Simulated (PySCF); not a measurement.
HCl₂HfO (SMILES [OH][Hf+]([Cl])[Cl]), charge +1, singlet, at a GFN2-xTB geometry (such geometries of metal compounds can be far from the true shape) (the multiplicity is a formal guess) (core potentials on Hf); PBE0/def2-SVP (PySCF).

PySCF was given this input:
```python
from pyscf import gto, scf, dft

mol = gto.M(
    atom='''
Hf    0.262805   -0.174646   -0.079199
Cl   -1.765701   -0.978754    0.317014
Cl   -0.154209    1.910895   -0.707713
O     1.430908   -0.324711    1.334596
H     2.269273   -0.674202    1.667476
''',
    basis='def2-svp',
    ecp={'Hf': 'def2-svp'},
    charge=1,
    spin=0,
    verbose=4,
)

mf = dft.RKS(mol)
mf.xc = 'pbe0'
mf.diis = False
mf.max_cycle = 100
mf.kernel()
```

Output, abridged:

```
PySCF version 2.14.0

[INPUT] verbose = 4
[INPUT] num. atoms = 5
[INPUT] num. electrons = 54
[INPUT] charge = 1
[INPUT] spin (= nelec alpha-beta = 2S) = 0
[INPUT] symmetry False subgroup None
[INPUT] Mole.unit = angstrom
[INPUT] Symbol           X                Y                Z      unit          X                Y                Z       unit  Magmom
[...]
nuclear repulsion = 222.167777739659
number of shells = 37
number of NR pGTOs = 160
number of NR cGTOs = 87
basis = def2-svp
ecp = {'Hf': 'def2-svp'}

******** <class 'pyscf.dft.rks.RKS'> ********
method = RKS
initial guess = minao
damping factor = 0
level_shift factor = 0
DIIS disabled
SCF conv_tol = 1e-09
SCF conv_tol_grad = None
SCF max_cycles = 100
direct_scf = True
direct_scf_tol = 1e-13
XC library pyscf.dft.libxc version 7.1.2
    S. Lehtola, C. Steigemann, M. J. T. Oliveira, and M. A. L. Marques,  SoftwareX 7, 1–5 (2018)
XC functionals = pbe0
    C. Adamo and V. Barone,  J. Chem. Phys. 110, 6158 (1999)
    M. Ernzerhof and G. E. Scuseria,  J. Chem. Phys. 110, 5029 (1999)
radial grids:
    Treutler-Ahlrichs [JCP 102, 346 (1995); DOI:10.1063/1.469408] (M4) radial grids

becke partition: Becke, JCP 88, 2547 (1988); DOI:10.1063/1.454033
pruning grids: <function nwchem_prune>
grids dens level: 3
symmetrized grids: False
atomic radii adjust function: <function treutler_atomic_radii_adjust>
small_rho_cutoff = 0
Set gradient conv threshold to 3.16228e-05
Initial guess from minao.
tot grids = 85448
init E= -1031.20138782611
[...]
cycle= 1 E= -1043.27539098712  delta_E= -12.1  |g|= 0.809  |ddm|= 7.61
[...]
cycle= 2 E= -1043.06048227354  delta_E= 0.215  |g|= 1.28  |ddm|= 1.59
[...]
cycle= 3 E= -1042.48010659685  delta_E= 0.58  |g|= 2.07  |ddm|= 2.41
[...]
cycle= 4 E= -1035.73195157514  delta_E= 6.75  |g|=  4.1  |ddm|= 4.91
[...]
cycle= 5 E= -991.582659039547  delta_E= 44.1  |g|= 11.7  |ddm|= 14.9
[...]
cycle= 6 E= -985.2464975258  delta_E= 6.34  |g|=   10  |ddm|= 17.8
[...]
cycle= 7 E= -934.586755663066  delta_E= 50.7  |g|= 16.6  |ddm|= 22.1

WARN: HOMO -2.10661090011401 == LUMO -2.10616243489767

cycle= 8 E= -968.222433290092  delta_E= -33.6  |g|= 10.9  |ddm|= 22.6
[...]
cycle= 9 E= -952.585447766062  delta_E= 15.6  |g|= 16.8  |ddm|= 22.4
[...]
cycle= 10 E= -959.272647535469  delta_E= -6.69  |g|= 9.61  |ddm|= 22.4
[...]
cycle= 11 E= -832.291732747563  delta_E=  127  |g|= 17.1  |ddm|= 25.3
[...]
cycle= 12 E= -925.951574801944  delta_E= -93.7  |g|= 5.84  |ddm|= 33.3
[...]
[...]
[...]
cycle= 69 E= -782.645674744676  delta_E=  134  |g|= 16.6  |ddm|= 43.6
[...]
cycle= 70 E= -916.85053697895  delta_E= -134  |g|= 5.15  |ddm|= 43.6
[...]
cycle= 71 E= -782.645674744676  delta_E=  134  |g|= 16.6  |ddm|= 43.6
[...]
cycle= 72 E= -916.85053697895  delta_E= -134  |g|= 5.15  |ddm|= 43.6
[...]
cycle= 73 E= -782.645674744676  delta_E=  134  |g|= 16.6  |ddm|= 43.6
[...]
cycle= 74 E= -916.850536978947  delta_E= -134  |g|= 5.15  |ddm|= 43.6
[...]
cycle= 75 E= -782.645674744675  delta_E=  134  |g|= 16.6  |ddm|= 43.6
[...]
cycle= 76 E= -916.850536978948  delta_E= -134  |g|= 5.15  |ddm|= 43.6
[...]
cycle= 77 E= -782.645674744675  delta_E=  134  |g|= 16.6  |ddm|= 43.6
[...]
cycle= 78 E= -916.850536978948  delta_E= -134  |g|= 5.15  |ddm|= 43.6
[...]
cycle= 79 E= -782.64567474468  delta_E=  134  |g|= 16.6  |ddm|= 43.6
[...]
cycle= 80 E= -916.850536978952  delta_E= -134  |g|= 5.15  |ddm|= 43.6
[...]
cycle= 81 E= -782.645674744681  delta_E=  134  |g|= 16.6  |ddm|= 43.6
[...]
cycle= 82 E= -916.850536978949  delta_E= -134  |g|= 5.15  |ddm|= 43.6
[...]
cycle= 83 E= -782.645674744675  delta_E=  134  |g|= 16.6  |ddm|= 43.6
[...]
cycle= 84 E= -916.850536978947  delta_E= -134  |g|= 5.15  |ddm|= 43.6
[...]
cycle= 85 E= -782.645674744677  delta_E=  134  |g|= 16.6  |ddm|= 43.6
[...]
cycle= 86 E= -916.850536978947  delta_E= -134  |g|= 5.15  |ddm|= 43.6
[...]
cycle= 87 E= -782.645674744674  delta_E=  134  |g|= 16.6  |ddm|= 43.6
[...]
cycle= 88 E= -916.850536978948  delta_E= -134  |g|= 5.15  |ddm|= 43.6
[...]
cycle= 89 E= -782.645674744682  delta_E=  134  |g|= 16.6  |ddm|= 43.6
[...]
cycle= 90 E= -916.850536978949  delta_E= -134  |g|= 5.15  |ddm|= 43.6
[...]
cycle= 91 E= -782.645674744681  delta_E=  134  |g|= 16.6  |ddm|= 43.6
[...]
cycle= 92 E= -916.850536978948  delta_E= -134  |g|= 5.15  |ddm|= 43.6
[...]
cycle= 93 E= -782.645674744678  delta_E=  134  |g|= 16.6  |ddm|= 43.6
[...]
cycle= 94 E= -916.85053697895  delta_E= -134  |g|= 5.15  |ddm|= 43.6
[...]
cycle= 95 E= -782.645674744678  delta_E=  134  |g|= 16.6  |ddm|= 43.6
[...]
cycle= 96 E= -916.850536978944  delta_E= -134  |g|= 5.15  |ddm|= 43.6
[...]
cycle= 97 E= -782.645674744683  delta_E=  134  |g|= 16.6  |ddm|= 43.6
[...]
cycle= 98 E= -916.850536978948  delta_E= -134  |g|= 5.15  |ddm|= 43.6
[...]
cycle= 99 E= -782.645674744676  delta_E=  134  |g|= 16.6  |ddm|= 43.6
[...]
cycle= 100 E= -916.850536978948  delta_E= -134  |g|= 5.15  |ddm|= 43.6
SCF not converged.
SCF energy = -916.850536978948
```

Convergence was not reached.
